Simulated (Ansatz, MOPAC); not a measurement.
System: PO (charge 0, doublet). SMILES: [O][P]

Atoms: P1, O2. Bonds: P1-O2.

Bond lengths (Å) and angles (degrees) optimised at AM1 with MOPAC; PM3 with MOPAC; PM7 with MOPAC; HF/6-31G* with Ansatz (a program for electronic structure); B3LYP/6-31G* with Ansatz; MP2/6-31G* with Ansatz, each started from the B3LYP-D3(BJ)/def2-TZVP structure (Ansatz) of the last column. A row stands for all coordinates that are equal there. 6-31G* holds six Cartesian d functions.

```tsv
coordinate	AM1	PM3	PM7	HF/6-31G*	B3LYP/6-31G*	MP2/6-31G*	B3LYP-D3(BJ)/def2-TZVP
P1-O2	1.436	1.458	1.492	1.456	1.499	1.472	1.480
```

Mean signed difference of all 1 bond lengths from B3LYP-D3(BJ)/def2-TZVP: AM1 -0.044 Å, PM3 -0.022 Å, PM7 0.012 Å, HF/6-31G* -0.024 Å, B3LYP/6-31G* 0.019 Å, MP2/6-31G* -0.008 Å.
